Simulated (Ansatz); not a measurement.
Species: C3H10GeO3S, SMILES `C[O][Ge]([SH])([O]C)[O]C` (charge 0, multiplicity 1), formula C$_{3}$H$_{10}$GeO$_{3}$S.

Q: How many basis functions does frozen-core CCSD(T)/cc-pVDZ // PBE0-D4/def2-SVP (Ansatz, an electronic-structure program) use, how many core orbitals are frozen, and how many electrons are correlated?

A: 179 basis functions and 20 frozen orbitals, which leaves 60 correlated electrons (filled d shells below the valence shell are correlated). Core time is of the order of minutes.
